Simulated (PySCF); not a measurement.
[Al4]+, quartet: computed properties

Level of theory: PySCF, UPBE0, basis Al def2-TZVP (no relativity, density fitting).

The structure is a higher-order saddle point with 2 imaginary modes.

```xyz
4
charge 1 multiplicity 4, angstrom
Al    1.3583    1.3583    0.0000
Al   -1.3583    1.3583    0.0000
Al   -1.3583   -1.3583    0.0000
Al    1.3583   -1.3583    0.0000
```

```json
{"Point group": "D4h", "Bond lengths": "Al–Al 2.717 Å (×4)", "Bond angles": "Al–Al–Al 90.0° (×4)", "Rotational constants": "0.08466, 0.08466, 0.04233 cm⁻¹", "Principal polarisabilities": "98.8, 226.4, 226.4 bohr³", "Dipole moment about the centre of mass": "0.00 D", "Lowest empty level (β)": "-7.91 eV", "Spin squared ⟨S²⟩": "3.755", "Highest occupied level (α)": "-9.70 eV", "Zero-point energy (real modes)": "5.6 kJ/mol", "Principal quadrupole moments (Buckingham, traceless) about the centre of mass": "-13.78, 6.89, 6.89 D Å"}
```

Harmonic modes (masses in u: Al 26.982):
```json
{"symmetry": "b1g", "ω (cm⁻¹)": "106i", "IR (km/mol, summed over degenerate members)": "–", "μ (u)": "26.98"}
{"symmetry": "b2u", "ω (cm⁻¹)": "38i", "IR (km/mol, summed over degenerate members)": "–", "μ (u)": "26.98"}
{"symmetry": "eu", "ω (cm⁻¹)": "199", "IR (km/mol, summed over degenerate members)": "7.8", "μ (u)": "26.98"}
{"symmetry": "a1g", "ω (cm⁻¹)": "256", "IR (km/mol, summed over degenerate members)": "0.0", "μ (u)": "26.98"}
{"symmetry": "b2g", "ω (cm⁻¹)": "278", "IR (km/mol, summed over degenerate members)": "0.0", "μ (u)": "26.98"}
```

In D4h the vibrations span b1g + b2u + eu + a1g + b2g. The a1g, b1g, b2g, b2u modes carry no infrared intensity, as symmetry demands. With a centre of inversion only u modes can be infrared active and only g modes Raman active.

Charges (e):
| atom | Mulliken | Löwdin | polar tensor | spin (Mulliken) | Mayer order to Al1 |
| --- | --- | --- | --- | --- | --- |
| Al1 | 0.25 | 0.25 | 0.25 | 0.75 | – |
| Al2,4 | 0.25 | 0.25 | 0.25 | 0.75 | 0.67 |
| Al3 | 0.25 | 0.25 | 0.25 | 0.75 | 0.40 |
Other Mayer orders above 0.3: Al–Al 0.40, Al–Al 0.67 (×2).

Mulliken populations on Al1: s 5.78, p 6.87, d 0.09, f 0.01.

Outer orbital energies (eV). α occupied: -16.98, -14.18, -14.18, -10.96, -10.25, -9.72, -9.70; empty: -6.81, -6.81, -6.55, -6.55. β occupied: -15.74, -13.14, -13.14, -10.32; empty: -7.91, -7.61, -7.56, -5.95.

Other isomers or separated fragments may lie lower. At this level a quartet minimum of C3v symmetry lies 15 kJ/mol below this structure.

The final relaxation and frequency run took 56 s on 4 threads of a shared Arm Neoverse V2 host, with 148 basis functions and 7 gradients; the process peaked at 1.5 GiB.
